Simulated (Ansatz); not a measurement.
Reaction (SMILES): N[SiH2]N[SiH3] -> N[SiH2]N[SiH2] + H atom (the H-Si bond at the site shown breaks; other sites are not compared here)
Each molecule is optimised on its own at B3LYP-D3(BJ)/def2-TZVP (Ansatz, a program for electronic structure), one conformer each, not searched for the lowest.

Quantity: bond dissociation energy (electronic energy difference), in eV. Valence correlation only, unless marked. UHF or UKS for open shells. No spin-orbit coupling. Non-relativistic. Basis-set limits of correlation are two-point, X^-3; Hartree-Fock from the larger set.

| level | program | bond dissociation energy (eV) | minus last row |
|---|---|---|---|
| r2SCAN-D4/def2-TZVPD | Ansatz + dftd4 | 3.94 | -0.25 |
| B3LYP-D3(BJ)/def2-TZVPD | Ansatz + dftd3 | 4.07 | -0.12 |
| r2SCANh-D4/def2-TZVPD | Ansatz + dftd4 | 3.95 | -0.24 |
| HSE06/def2-TZVPD | Ansatz | 3.93 | -0.26 |
| LC-wPBE-D4/def2-TZVPD | Ansatz + dftd4 | 3.98 | -0.21 |
| MP2/STO-3G | Ansatz | 4.79 | 0.60 |
| CCSD/6-31G* | Ansatz | 3.73 | -0.46 |
| CCSD/CBS(cc-pV(T+d)Z,cc-pV(Q+d)Z) | Ansatz | 4.19 | 0.00 |
| CCSD(T)/6-31G* | Ansatz | 3.73 | -0.46 |
| CCSD(T)/CBS(cc-pV(T+d)Z,cc-pV(Q+d)Z) | Ansatz | 4.19 | 0.00 |
